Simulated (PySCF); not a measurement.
Ge2H6, SMILES [GeH3][GeH3] (connectivity only; charge and spin as stated), charge +1, multiplicity 2.

Geometry: PBE-D3(BJ)/def2-TZVP. The multiplicity is an assumed one; no other spin state was optimised.

These are PBE-D3(BJ)/def2-TZVP (PySCF) values and carry that method's errors.

Frequencies are harmonic and unscaled.

Modes within 1.5 cm⁻¹ of each other (mostly degenerate sets) share a row, with their intensities summed.

| mode | ν (cm⁻¹) | IR (km/mol) | moving atoms (share of kinetic energy) |
|---|---|---|---|
| 1 | 89 | 0.0 | H 100 % |
| 2 | 127 | 0.0 | Ge 97 % |
| 3–4 | 227 | 0.0 | H 100 % |
| 5–6 | 269 | 0.0 | H 96 % |
| 7 | 619 | 158.2 | H 96 % |
| 8 | 668 | 0.0 | H 97 % |
| 9–10 | 806 | 0.0 | H 98 % |
| 11–12 | 812 | 113.4 | H 98 % |
| 13–14 | 2104 | 3.6 | H 100 % |
| 15–16 | 2159 | 0.0 | H 98 % |
| 17–18 | 2166 | 14.6 | H 98 % |
